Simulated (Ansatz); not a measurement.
Reaction (SMILES): FSF → 2 F atom + S atom
B3LYP-D3(BJ)/def2-TZVP geometries, fixed; electronic energies without zero-point terms.

Effect of a fitting basis named in the input at PBE0/aug-cc-pV(T+d)Z with Ansatz (a program for electronic structure), against the last row, where the atomisation energy is 173.25 kcal/mol. Open shells are unrestricted. The default fits or decomposes integrals by the program's own choice; accuracy: high also tightens integrals, grids and stops.

```
setting                        largest shift of a total energy (mEh)  shift of the atomisation energy (kcal/mol)
-----------------------------  -------------------------------------  ------------------------------------------
fitting: def2-SV(P)-JKFIT                                     -0.056                                      -0.041
fitting: def2-universal-JKFIT                                 -0.056                                      -0.041
fitting: cc-pVTZ-JKFIT                                        -0.016                                      -0.033
fitting: cc-pVQZ-JKFIT                                        -0.017                                      -0.025
fitting: cc-pV5Z-JKFIT                                        -0.017                                      -0.024
accuracy: high                                                -0.016                                       0.000
accuracy: medium (default)                                     0.000                                       0.000
```

Within 0.02 kcal/mol in the atomisation energy: accuracy: high. The largest shift is 0.056 mEh in a total energy and 0.041 kcal/mol in the difference.
